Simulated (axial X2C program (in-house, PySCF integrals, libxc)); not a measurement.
Correcting the dissociation energy of NaI for spin–orbit coupling

A spin-free CCSD(T) curve (one-electron X2C) was computed with an axial X2C code built on PySCF integrals, basis I dyall-cv3z [11s12p8d4f1g], Na dyall-cv3z [9s8p5d2f] (cores contracted in-house), for the state M_S = 0, Λ = 0 (closed shell). It gives D0 = 3.225 eV to I + Na, which in a spin-free picture are the weighted means of the ground terms.

Correlated methods: 8 electrons correlated (number of frozen shells: I 4 s, 3 p, 2 d; Na 2 s, 1 p), 268 virtual spin orbitals or spinors in MP2, 86 natural virtuals in coupled cluster.

Measured levels of the ground terms (NIST Handbook of Basic Atomic Spectroscopic Data), in cm⁻¹: I 2P: J = 3/2 at 0, J = 1/2 at 7603.1; Na 2S: J = 1/2 at 0.

The molecular state has Λ = 0, so it has no first-order lowering.

Question: How far does each ground level lie under the (2J+1)-weighted mean of its term?

Answer: I: (4 × 0 + 2 × 7603.1)/6 = 2534 cm⁻¹; Na: a single level, 0.

Question: Correct D0.

Answer: D0 = 3.225 + (0 − 2534)/8065.5 = 2.911 eV at CCSD(T) with these spin–orbit terms. The direct two-component run gives 2.941 eV; the difference holds second-order terms in the molecule, scalar two-electron terms, the gap between measured and computed atomic splittings (a 2c atom can miss part of its lowering) and, in coupled cluster, the truncation of each run.

Second-order spin–orbit effects in the molecule, which grow quickly with Z, are left out. The state is a single determinant with fixed occupations, the lowest that a limited PBE0 search found. De is counted from the lowest determinant-based energies of the atoms at the same level, without counterpoise correction. CCSD and (T) use frozen natural virtuals with an MP2 correction for the truncation; (T) itself is uncorrected, so its De runs slightly low. With the outer-core shells frozen, correlated bond lengths of heavy atoms tend to come out a few hundredths of an ångström too long.
